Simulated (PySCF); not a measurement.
Isomers of C7H10NP, mass 139.055 u with the commonest isotopes. Theory: PBE0/pcSseg-1 in PySCF (dipole) on a GFN2-xTB geometry, gas phase. One conformer each, none proved a minimum here; rigid rotors.

Question: Order these by rotational constant A, smallest first.
A. `[CH:1]#[C:2][P@:3]1(=[NH:4])[CH2:5][C@H:6]([CH:7]=[CH2:8])[CH2:9]1` with C5–C6–C7–C8 129°, C2–P3–C5–C6 -91°, P3–C5–C6–C7 102°, C5–C6–C9–P3 14°, C2–P3–C9–C6 91°
B. `CN(C)c1ccpcc1`
C. `[CH3:1][CH:2]([CH3:3])[c:4]1[cH:5][n:6][cH:7][cH:8][p:9]1` with C1–C2–C4–C5 -62°

Answer: A (2262 MHz), C (2511 MHz), B (3326 MHz).

Question: Order these by rotational constant C, smallest first.
A. `[CH:1]#[C:2][P@:3]1(=[NH:4])[CH2:5][C@H:6]([CH:7]=[CH2:8])[CH2:9]1` with C5–C6–C7–C8 129°, C2–P3–C5–C6 -91°, P3–C5–C6–C7 102°, C5–C6–C9–P3 14°, C2–P3–C9–C6 91°
B. `[CH3:1][CH:2]([CH3:3])[c:4]1[cH:5][n:6][cH:7][cH:8][p:9]1` with C1–C2–C4–C5 -62°
C. `CN(C)c1ccpcc1`

Answer: C (712.6 MHz), A (830.0 MHz), B (870.6 MHz).

Question: Order these by radius of gyration √(Σ m r²/M), largest first.
A. `c1pccc(c1)N(C)C`
B. `[CH3:1][CH:2]([CH3:3])[c:4]1[cH:5][n:6][cH:7][cH:8][p:9]1` with C1–C2–C4–C5 -62°
C. `[CH:1]#[C:2][P@:3]1(=[NH:4])[CH2:5][C@H:6]([CH:7]=[CH2:8])[CH2:9]1` with C5–C6–C7–C8 129°, C2–P3–C5–C6 -91°, P3–C5–C6–C7 102°, C5–C6–C9–P3 14°, C2–P3–C9–C6 91°

Answer: A (2.265 Å), C (2.170 Å), B (2.137 Å).

| SMILES | point group | Ia (u·Å²) | Ib (u·Å²) | Ic (u·Å²) | κ | μa (D) | μb (D) | μc (D) |
| --- | --- | --- | --- | --- | --- | --- | --- | --- |
| C#C[P@]1(=N)C[C@H](C=C)C1 | near Cs | 223.47 | 477.18 | 608.92 | -0.68 | 3.12 | 0.12 | 0.02 |
| CC(C)c1cnccp1 | Cs | 201.30 | 487.64 | 580.53 | -0.80 | 0.89 | 0.82 | 0.00 |
| CN(C)c1ccpcc1 | C2 | 151.94 | 565.97 | 709.23 | -0.86 | 4.67 | 0.00 | 0.01 |
